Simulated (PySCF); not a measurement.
Input of a run (PBE0-D3(BJ)/def2-SVP geometry optimisation, gas phase (PySCF 2.14.0)), started from GFN2-xTB:
```
{"job": {"xc": "PBE0", "basis": "def2-SVP", "d3": "d3bj", "grid": 2, "kind": "geom"}, "charge": 0, "multiplicity": 1}
C      3.699374     0.618463    -0.246545
C      2.738840     0.124608     0.277705
C      1.621663    -0.469608     0.905109
C      0.391067    -0.217740     0.548313
C     -0.830000    -0.034116     0.132913
Si    -1.592531    -1.142023    -1.214693
C     -1.655562     0.988704     0.649068
C     -2.394162     1.840927     1.061494
H      4.538853     1.049103    -0.704368
H      1.836892    -1.146025     1.725473
H     -1.945684    -0.292613    -2.353725
H     -0.593277    -2.144905    -1.581867
H     -2.792308    -1.768101    -0.654335
H     -3.023843     2.592853     1.433291
```

Output (energies in Eh, forces in Eh/bohr):
```
step   0  E = -558.90148577  max force = 0.017007
step   1  E = -558.90519953  max force = 0.002637
step   2  E = -558.90524688  max force = 0.001124
step   3  E = -558.90525726  max force = 0.000793
step   4  E = -558.90526317  max force = 0.000240
optimisation converged
```

Q: Summarise the run.

A: The energy falls by 2.4 kcal/mol over 5 energy and gradient evaluations, the largest force component goes from 0.0170 to 2.4e-04 Eh/bohr, and the atoms move by 0.058 Å rms after alignment. Among the bonds, Si6–H11, Si6–H12 and Si6–H13 change most and about equally (+0.027 to +0.028 Å). Bonds longer at the end by more than 0.005 Å: 12 of 13; shorter: 0. Among the angles that change most is C4–C5–Si6, from 121.3° to 118.3°. The energy never rose by more than 1e-6 Eh on the way. The first step brought 98 % of the lowering.

Q: What are the final bond lengths?

A: C1≡C2 1.213 Å, C2–C3 1.424 Å, C3=C4 1.317 Å, C4=C5 1.315 Å, C5–Si6 1.899 Å, C5–C7 1.425 Å, C7≡C8 1.214 Å, C1–H9 1.074 Å, C3–H10 1.099 Å, Si6–H11 1.492 Å, Si6–H12 1.490 Å, Si6–H13 1.492 Å, C8–H14 1.074 Å. Numbering counts from 1 in the input's order; the species is `C#CC=C=C([SiH3])C#C`.

The run used 146 basis functions and 40 SCF cycles in all.

No frequency check.
